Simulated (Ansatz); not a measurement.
Coupled-cluster diagnostics for Pd2O2 (the lowest singlet isomer of a short search), Ansatz.

Geometry of the singlet (r2SCAN-D4/def2-TZVP):

```xyz
4

Pd    0.718    0.343   -0.855
Pd   -0.718   -0.343    0.855
O     0.343    1.293    0.807
O    -0.343   -1.293   -0.807
```

In the def2 sets Pd takes a core potential; there is no spin–orbit coupling. Correlated methods freeze 2 core orbitals; core or outer-core shells of Pd are correlated, in sets that lack core-valence functions. The geometry of the singlet was relaxed on an unsound state (an occupied level 0.01 eV above an empty one). At PBE0-D4/def2-TZVP a triplet of charge 0 lies 0.34 eV below the restricted singlet, each at its own geometry. Another isomer (singlet) lies 0.05 eV lower at PBE0-D4/def2-TZVP.

Problem. Estimate the CCSD(T) correlation energy, the shares of MP2 and (T), T1 and the reference's ⟨S²⟩ for: charge 0, singlet, own geometry in def2-TZVPP; and the rough time on 4 threads of Intel Xeon 6975P-C on a shared host.

Solution. 
```tsv
state	basis	correlation (eV)	MP2 share (%)	(T) share (%)	T1	⟨S²⟩ (pure)	wall time	remarks
charge 0, singlet, own geometry	def2-TZVPP	-53.468	95.6	8.5	0.165	0.00 (0.00)	3.7 min	large T1 (0.165), restricted SCF unstable
```
Customary marks for T1 are 0.02 (closed shells), 0.045 (open shells) and about 0.05 (3d metals). T1 exceeds 0.02 in 1 of 1 rows and 0.045 in 1; the higher it lies, the less the single-reference result can be trusted.
